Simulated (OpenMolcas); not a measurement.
**Co V: Racah parameters, worked from levels**

```json
{
 "Program": "OpenMolcas 26.06",
 "Basis": "ANO-RCC-VTZP [6s5p3d2f1g]",
 "Scalar Hamiltonian": "DKH2, point nucleus",
 "Active space": "5 electrons in 5 orbitals (3d)",
 "State averaging": "2S+1 = 6 even, 1 root; 2S+1 = 4 even, 24 roots kept (CI in the orbitals of an earlier block); 2S+1 = 2 even, 75 roots kept (CI in the orbitals of an earlier block)",
 "Spin-orbit coupling": "state interaction with AMFI integrals over the reference wave functions, term energies averaged over their components"
}
```

Methods: CASSCF; MS-CASPT2, IPEA 0.25 Eh, imaginary shift 0.1 Eh (closed shells correlated: 3s 3p).

**Racah parameters.** Above ⁶S, d5 has ⁴D at 17B + 5C, ⁴G at 10B + 5C and ⁴P at 7B + 7C. The first two fix B and C, and the third tests them; where it misses by thousands of cm-1, two parameters do not describe the configuration (Trees and configuration-interaction terms are left out) and B and C hang on the terms chosen. Term energies are centres of gravity, weighted by 2J + 1.

```tsv
Source	⁴D	⁴G	B	C	C/B	⁴P from B, C	⁴P found
CASSCF	53234	42700	1505	5530	3.67	49245	49136
MS-CASPT2	47569	39722	1121	5702	5.09	47761	43824
```

Energies in cm-1. From CASSCF to MS-CASPT2, B changes by -25.5 % and C by +3.1 %.

CASPT2 breaks the degeneracy within a term, and the mean is taken; among the terms shown or strongly mixed into the levels shown the widest spread is 270 cm-1 (3d⁵ ⁴G, MS-CASPT2). Terms from blocks run as CI alone lack orbitals of their own. Without dynamic correlation excited terms often stand tens of per cent too high (terms of higher spin than the ground term too low), and those without a measured partner can miss by more than the paired ones (holds for CASSCF). Blocks of more than 70 roots (2S+1 = 2 even) ran without multistate coupling (holds for MS-CASPT2). Only configurations of the active space appear.
